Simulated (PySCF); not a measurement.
Electrostatic solvation of a mixed set.

All values: PBE0/pcSseg-1 (PySCF, non-relativistic), each on one gas-phase PBE0-D3(BJ)/def2-SVP geometry that isn't relaxed in the solvent. The solvent is an IEF-PCM continuum (Bondi radii, 1.10 Å for H, scaled by 1.2). Specific hydrogen bonds and non-electrostatic terms are outside this model.

**Question.** Order them by E(solvent) − E(gas) in cyclohexane (ε = 2.017), most negative first (kcal/mol).
A. `C(/C#N)(=N/[H])C`
B. `[CH3:1][BH:2][CH2:3]/[CH:4]=[CH:5]/[CH3:6]` with C1–B2–C3–C4 156°, B2–C3–C4–C5 -127°
C. `C/N=C\C#N`

**Answer.** A (-2.8), C (-2.4), B (-0.7).

| SMILES | charge | ΔE (kcal/mol) | polarisation term (kcal/mol) | HOMO shift (eV) | dipole gas (D) | dipole solvent (D) | atoms |
| --- | --- | --- | --- | --- | --- | --- | --- |
| [H]/N=C(/C)C#N | 0 | -2.8 | -2.9 | +0.04 | 1.90 | 2.10 | 9 |
| C/N=C\C#N | 0 | -2.4 | -2.5 | +0.05 | 2.02 | 2.25 | 9 |
| CBC/C=C/C | 0 | -0.7 | -0.8 | +0.01 | 0.49 | 0.55 | 17 |

The polarisation term is half the interaction of the solute with the induced surface charges.
